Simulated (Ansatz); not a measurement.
A series at Si: from `C#C[Si](F)(C#C)C#C`, ligands are replaced one by one, each step taking up H–F and setting free `C#C`; n counts the steps. Ansatz, PBE0-D4/def2-TZVP geometries.

| n | molecule | HOMO energy, ωB97M-V/def2-TZVPP (eV) |
| --- | --- | --- |
| 0 | `C#C[Si](F)(C#C)C#C` | -10.63 |
| 1 | `C#C[Si](F)(F)C#C` | -10.98 |
| 2 | `C#C[Si](F)(F)F` | -11.58 |
| 3 | `F[Si](F)(F)F` | ? |

Q: By hand: fit a straight line y = ȳ + b (n − n̄) to the 3 given rows and predict n = 3.

A: n̄ = 1.000, ȳ = -11.063; Σ(n − n̄)(y − ȳ) = -0.950, Σ(n − n̄)² = 2.000, so b = -0.475 eV a step. Prediction: -11.063 + (-0.475) × (2.000) = -12.01 eV.

Q: By hand: compare with the computed value, -15.29 eV, and give the steps along the whole series.

A: The line misses by -3.28 eV (computed minus predicted). Steps: -0.35, -0.60, -3.71 eV.

One step carries most of the change, so a line is a poor guide. The highest orbital can change its character along such a series. The miss is 70.4 % of the series' range.
